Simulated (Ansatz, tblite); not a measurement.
Cost and result up the ladder for Mg4H3 (the lowest doublet isomer of a short search) (7 atoms). Total charge 0; doublet. Geometry: r2SCAN-D4/def2-TZVP.

```csv
atom,x (Å),y (Å),z (Å)
Mg1,-1.4216,0.9112,0.6081
Mg2,1.5318,-0.4421,-0.8236
Mg3,-1.1591,-1.9672,-0.5309
Mg4,0.4609,-1.1142,2.0042
H5,-2.5166,2.2018,0.8837
H6,0.1482,0.7159,-0.3715
H7,2.9565,-0.3054,-1.7700
```

Ansatz on 4 threads of Arm Neoverse V2 on a shared host; xTB runs through tblite on one thread. Times are rough, summed over both states, and most runs start from the orbitals of an earlier one. ωB97X-V/def2-TZVP serves as the yardstick here, not as an exact answer. Differences are given only for rows in sets of like size (and for xTB, whose basis is part of the method), since another set adds its own error. The other state is a quartet at its own geometry, which has other bonds, so the gap mixes isomer and spin.

The xTB rows come from tblite. LC-ωPBE has ω = 0.4 bohr⁻¹. Correlated methods freeze 4 core orbitals; core or outer-core shells of Mg are correlated, in sets that lack core-valence functions. The rows differ in basis, and correlated rows in double-zeta sets carry the largest basis error. The structure comes from a short search, and lower isomers may exist.

Run but left out: MP2/def2-SVP, MP2/def2-TZVP (doublet: ⟨S²⟩ 0.96 to 0.98, where a pure state has 0.75).

Correlated methods converge slowly with the basis, most of all in double-zeta sets.

xTB has no spin-polarisation term.

```csv
level,functions,wall time,quartet − doublet (eV),difference from ωB97X-V/def2-TZVP (eV),remarks
GFN1-xTB,22,0.005 s,4.35,3.22,–
GFN2-xTB,39,0.012 s,3.41,2.27,–
HF/STO-3G,39,0.35 s,2.35,–,"HOMO above zero (doublet), HOMO above zero (quartet)"
PBE-D4/def2-TZVP,146,5.1 s,1.05,-0.09,–
PBE0-D4/def2-TZVP (with forces),146,7.2 s,0.95,-0.19,–
CAM-B3LYP-D4/def2-TZVP,146,8.6 s,1.15,0.01,–
RPA@PBE/def2-TZVP,146,9 s,1.04,-0.10,–
BHLYP-D4/def2-TZVP,146,9.3 s,1.13,-0.01,–
LC-ωPBE/def2-TZVP,146,11 s,0.75,-0.39,–
r2SCAN-D4/def2-TZVP,146,15 s,0.73,-0.41,–
B97M-V/def2-TZVP,146,21 s,0.93,-0.21,–
ωB97X-V/def2-TZVP,146,22 s,1.14,0.00,–
CCSD(T)/def2-SVP,87,51 s,0.95,–,spin-contaminated (⟨S²⟩ 0.96) (doublet)
```
